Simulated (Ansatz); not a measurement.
Level of theory: Ansatz (a first-principles code) with frozen-core CCSD(T)/cc-pVTZ // B3LYP-D3(BJ)/def2-TZVP.

Ansatz 0.2 input:
```yaml
crystal:
  periodic: [false, false, false]
  atoms:
    - { symbol: C, position_ang: [0.939095, 0.673356, -0.169819] }
    - { symbol: C, position_ang: [0.975442, -0.641597, -0.031826] }
    - { symbol: O, position_ang: [-0.297886, -1.150521, 0.154872] }
    - { symbol: C, position_ang: [-1.172384, -0.019449, 0.123479] }
    - { symbol: O, position_ang: [-0.361187, 1.139586, -0.085456] }
    - { symbol: H, position_ang: [1.710562, 1.403839, -0.328441] }
    - { symbol: H, position_ang: [1.786569, -1.345824, -0.039888] }
    - { symbol: H, position_ang: [-1.697805, 0.066412, 1.08005] }
    - { symbol: H, position_ang: [-1.882409, -0.125803, -0.702971] }
basis:
  gaussian: { orbitals: cc-pVTZ }
correlation:
  method: ccsd_t
```

Output:

```
Functional definition: HF
1213 factors; integrals over basis functions are off by at most 9.6e-4 eV
mean field evaluation 1: about -7227.1116 eV, gradient 3.2e1 eV
mean field evaluation 2: about -7227.4770 eV, gradient 3.3e1 eV
mean field evaluation 4: about -7229.9351 eV, gradient 4.8e0 eV
mean field evaluation 8: about -7229.9872 eV, gradient 2.2e-1 eV
mean field evaluation 16: about -7227.1123 eV, gradient 3.2e1 eV
mean field -7229.98735637 eV, -265.6971346853 hartree, gradient 1.3e-6 eV, S^2 0.000000; 0 other end points of the search recorded, 0 dependent functions left out
5 core orbitals not correlated
reference -7229.98735637 eV, -265.6971346853 hartree; 14, 14 occupied and 187, 187 virtual orbitals, 1213 factors
second order -25.71475476 eV of doubles, -0.00000000 eV of singles
cycle   1  -25.45885341 eV  change    2.6e-1 eV  update   1.1e-1
cycle   2  -26.10212484 eV  change   -6.4e-1 eV  update   3.6e-2
cycle   3  -26.26354098 eV  change   -1.6e-1 eV  update   1.9e-2
cycle   4  -26.24525245 eV  change    1.8e-2 eV  update   4.7e-3
cycle   5  -26.24468503 eV  change    5.7e-4 eV  update   2.2e-3
cycle   6  -26.24616932 eV  change   -1.5e-3 eV  update   6.1e-4
cycle   7  -26.24567091 eV  change    5.0e-4 eV  update   2.6e-4
cycle   8  -26.24553540 eV  change    1.4e-4 eV  update   8.7e-5
cycle   9  -26.24557028 eV  change   -3.5e-5 eV  update   3.0e-5
cycle  10  -26.24556920 eV  change    1.1e-6 eV  update   9.0e-6
perturbative correction -1.16791678 eV, -0.0429201501 hartree
Total energy: -7257.40084235 eV, -266.7045617135 hartree
```

Cost: roughly 70 core-seconds.
